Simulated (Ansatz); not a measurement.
Wavefunction ladder for C2H9BSSi (`BCSC[SiH3]`)

```xyz
14

B     2.205    1.615   -0.668
C     0.790    1.104   -0.287
S     0.762   -0.011    1.119
C    -0.993   -0.457    1.179
Si   -1.419   -1.735   -0.132
H     3.201    1.154   -0.195
H     2.290    2.479   -1.493
H     0.426    0.596   -1.197
H     0.103    1.947   -0.137
H    -1.608    0.445    1.114
H    -1.163   -0.885    2.171
H    -0.990   -1.261   -1.474
H    -0.716   -3.005    0.180
H    -2.887   -1.988   -0.180
```

The species carries charge 0 and has multiplicity 1. The structure was optimised at the PBE0-D4/def2-TZVP level. It is one conformer, not always the lowest. Frozen core, restricted reference, Ansatz 0.2.0. CBS rows extrapolate triple and quadruple zeta; past MP2 they add the triple-zeta difference.

```tsv
basis	HF (Eh)	MP2 corr.	CCSD corr.	(T)	CCSD(T) total
def2-TZVPP	-792.15612	?	?	-0.03374	?
def2-QZVPP	-792.18165	?	–	–	–
CBS(def2)	-792.18516	-0.84887	?	as TZ	?
```

Problem. Fill in the withheld values. (An estimate is asked.)

Solution. Computed: def2-TZVPP MP2 corr.: -0.75561; def2-TZVPP CCSD corr.: -0.82664; def2-TZVPP CCSD(T) total: -793.01650; def2-QZVPP MP2 corr.: -0.80918; CBS(def2) CCSD corr.: -0.91990; CBS(def2) CCSD(T) total: -793.13880.
